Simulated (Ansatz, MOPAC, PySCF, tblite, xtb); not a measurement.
Energy landscape of H3Al, singlet: map of symmetric stretch and umbrella angle. Scanned: Al-H bond length and angle between the Al-H bonds and the threefold axis (90 = planar).

- GFN2-xTB, 300 K electronic temperature (tblite)
- RHF/def2-SVP (PySCF)
- FCI/def2-SVP = full CI/def2-SVP, frozen core (Ansatz, a first-principles code)
- RHF/def2-SVP (Ansatz)
- MP2/def2-SVP = MP2 on RHF/def2-SVP, frozen core (Ansatz)
- CCSD/def2-SVP = CCSD on RHF/def2-SVP, frozen core run with Ansatz
- CCSD(T)/def2-SVP = Ansatz with CCSD(T) on RHF/def2-SVP, frozen core
- CCSDT/def2-SVP = CCSDT on RHF/def2-SVP, frozen core (Ansatz)
- CCSDT(Q)/def2-SVP = CCSDT(Q) on RHF/def2-SVP, frozen core (Ansatz)
- RKS-B3LYP/def2-SVP = restricted B3LYP/def2-SVP (Ansatz)
- RKS-PBE/def2-SVP = Ansatz with restricted PBE/def2-SVP
- PM7, restricted, heats of formation (MOPAC)
- PM6, restricted, heats of formation (MOPAC)
- GFN1-xTB (xtb)
- RKS-B3LYP/6-31G* = restricted B3LYP/6-31G*, spherical d run with PySCF 2.14.0
- RMP2/6-31G* = restricted MP2 (frozen core)/6-31G*, spherical d in PySCF 2.14.0
- RHF/6-31G* = restricted Hartree-Fock/6-31G*, spherical d in PySCF
- RHF/STO-3G = restricted Hartree-Fock/STO-3G (PySCF)

Energies in mEh at chosen points (x: Al-H bond length (Å); y: angle between the Al-H bonds and the threefold axis (90 = planar) (°)), relative to x = 1.46, y = 90:

```csv
method,"(1.98, 105.01)","(1.98, 90)","(1.76, 90)","(1.84, 126.37)","(1.67, 126.37)","(1.52, 90)","(1.61, 90)"
GFN2-xTB,66.8,50.5,11.9,104.4,89.3,-5.7,-4.6
RHF,85.6,70.6,7.8,129.3,103.0,-10.9,-13.4
FCI/def2-SVP,75.5,63.1,6.9,110.4,89.5,-10.4,-12.9
RHF/def2-SVP,85.6,70.6,7.8,129.3,103.0,-10.9,-13.4
MP2/def2-SVP,83.2,69.7,8.9,120.8,95.9,-10.4,-12.4
CCSD/def2-SVP,77.3,64.7,7.5,112.6,90.8,-10.4,-12.7
CCSD(T)/def2-SVP,76.1,63.7,7.1,111.0,89.8,-10.4,-12.8
CCSDT/def2-SVP,75.6,63.2,6.9,110.4,89.4,-10.4,-12.9
CCSDT(Q)/def2-SVP,75.5,63.2,6.9,110.4,89.4,-10.4,-12.9
RKS-B3LYP/def2-SVP,70.4,58.0,4.0,108.1,87.4,-10.7,-14.0
RKS-PBE/def2-SVP,58.0,46.4,-2.6,94.5,77.2,-12.0,-17.2
PM7,-141.5,37.1,-15.4,-177.2,-157.7,-16.2,-25.0
PM6,134.3,120.2,21.2,151.2,105.4,-14.8,-16.0
GFN1-xTB,69.6,62.1,18.3,98.2,81.9,-4.0,-1.1
RKS-B3LYP/6-31G*,68.8,56.4,2.6,106.4,85.5,-11.2,-15.0
RMP2/6-31G*,74.1,60.6,2.9,113.2,90.4,-11.7,-15.7
RHF/6-31G*,83.7,68.6,6.1,127.6,101.3,-11.4,-14.6
RHF/STO-3G,236.0,218.1,86.0,258.9,185.4,2.2,22.1
```
